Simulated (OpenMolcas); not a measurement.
## Fe3+ in Cs2NaYF6: curves along the breathing mode

Fe3+ with its 6 nearest fluoride ions, on the Y site of Cs2NaYF6 (a = 9.075 Å, distance in the model lattice 2.178 Å). The rest of the host is ab initio model potentials to 7.6 Å, with orthogonalisation functions on the cations behind the ligands, and point charges beyond; the distance is set by hand and nothing relaxes. Ligand basis ANO-RCC-VDZP.

- Program: OpenMolcas 26.06
- Method: SS-CASPT2, IPEA 0.25 Eh, imaginary shift 0.1 Eh (closed shells correlated: 3s 3p and the ligand valence shells)
- Basis: ANO-RCC-VDZP [5s4p2d1f]
- Scalar Hamiltonian: DKH2, point nucleus
- Active space: 5 electrons in 5 orbitals (3d)
- State averaging: 2S+1 = 6 even, 1 root; 2S+1 = 4 even, 24 roots; 2S+1 = 2 even, 75 roots
- Spin-orbit coupling: RASSI with atomic mean-field integrals over the reference wave functions

Spin-free energies (labels of O, the rotations of Oh) in cm-1 above the lowest fitted minimum, as all ligands move together:

```csv
R (Å),6A1,4T1,4T2,4E,4A1,2A2,4T2(2)
1.899,370,16970,22110,28290,28270,27910,31140
1.944,100,18120,22950,28110,28110,29120,31090
1.988,1560,20790,25280,29640,29650,31770,32780
2.033,4500,24730,28910,32610,32640,35710,35920
2.078,8640,29680,33600,36750,36790,40630,40260
2.123,13760,35450,39120,41840,41900,46330,45530
2.167,19570,41770,45230,47590,47670,52540,51440
```

Cubic fits give the following; the wavenumber is harmonic, with the mass of all moving ligands, small differences in it between states hang on the degree of the fit, a number in brackets counts states of one label, and the table is a selection of at most 14 states with clean curves.

```tsv
State	R0 (Å)	Breathing mode (cm-1)	Minimum (cm-1)
6A1	1.927	512	0
4E	1.925	510	27980
4A1	1.924	510	27970
4T2(2)	1.921	519	30890
4E(2)	1.924	513	33760
2E(2)	1.923	504	39140
2A1	1.922	507	39280
```

Roots that are degenerate in the reference are averaged as groups; the widest CASPT2 spread within a group is 450 cm-1 (the 3-fold group of multiplicity 2 near 22400 cm-1 above the lowest state of its run, R = 1.988). Shifts and gaps below about the spread of the groups concerned are not significant. Over all roots computed the reference weight is 0.71 to 0.73 in R = 1.899, 0.70 to 0.73 in R = 1.944, 0.70 to 0.73 in R = 1.988, 0.69 to 0.73 in R = 2.033, 0.69 to 0.73 in R = 2.078, 0.68 to 0.73 in R = 2.123, 0.68 to 0.72 in R = 2.167; a low but even weight reflects the number of correlated electrons. Ligand-to-metal charge-transfer states are missing. These CASPT2 states fit no ligand-field parameters well, so their order and spin gaps are uncertain. With no ligand orbital active B as a rule stays too high, so bands that hang on it stand too high and its fall with covalency is understated. With one d shell and no ligand orbital active, 10Dq can be off by a tenth or more. Free-ion shares, where given, are those of the reference states; single-state CASPT2 does not remix them (holds for R = 2.033; R = 2.078; R = 2.123; R = 2.167). No measured value stands beside these numbers.
